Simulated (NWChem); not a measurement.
Atomisation of CF$_{2}$

```xyz
3

F      1.1468     0.0000    -0.1647
C      0.0000     0.0000     0.4940
F     -1.1468     0.0000    -0.1647
```
Charge 0, spin multiplicity 3.

Everything below was run with NWChem. The geometry was optimised at UPBE/def2-SVP, a minimum by its harmonic frequencies.

Basis set: def2-TZVP. The atomisation energy is electronic alone: no zero-point, thermal, spin-orbit or counterpoise terms. No value is extrapolated to the basis-set limit. Free atoms are single determinants with multiplicities F 2, C 3. Correlated methods freeze the same cores in atoms and molecule, 3 orbitals in all.

Relative cost: rough, from shared machines, SCF included, LDA (SVWN5) = 1. Costs are the molecule's.

B3LYP has NWChem's definition, with VWN1-RPA local correlation. GW and range-separated runs recompute their integrals, the others keep them in memory, which bears on the times. This spin state was chosen for the runs; another may lie lower. The structure started from a generated list of species. The unpaired electrons of the parent sit in orbitals of symmetry a1 and b2 (C2v labels of the run); other states weren't searched. The stability of the SCF solutions was not checked. Open-shell Hartree-Fock references start from PBE0 orbitals; any time given for them includes that run.

```json
[
 {"method": "TPSS", "atomisation energy (kcal/mol)": "211.5", "relative cost": "under 3"},
 {"method": "B3LYP", "atomisation energy (kcal/mol)": "202.9", "relative cost": "under 3"},
 {"method": "PBE0", "atomisation energy (kcal/mol)": "(withheld)", "relative cost": "under 3"},
 {"method": "HF", "atomisation energy (kcal/mol)": "125.5", "relative cost": "under 3"},
 {"method": "PBE", "atomisation energy (kcal/mol)": "(withheld)", "relative cost": "under 3"},
 {"method": "BHandHLYP", "atomisation energy (kcal/mol)": "183.3", "relative cost": "under 3"},
 {"method": "MP2", "atomisation energy (kcal/mol)": "209.7", "relative cost": "5"},
 {"method": "CAM-B3LYP", "atomisation energy (kcal/mol)": "(withheld)", "relative cost": "10"},
 {"method": "LDA (SVWN5)", "atomisation energy (kcal/mol)": "269.0", "relative cost": "1"}
]
```

**Question.** Fill in the missing entries.

**Answer.** 
- PBE0, atomisation energy (kcal/mol): 209.4
- PBE, atomisation energy (kcal/mol): 225.5
- CAM-B3LYP, atomisation energy (kcal/mol): 206.8
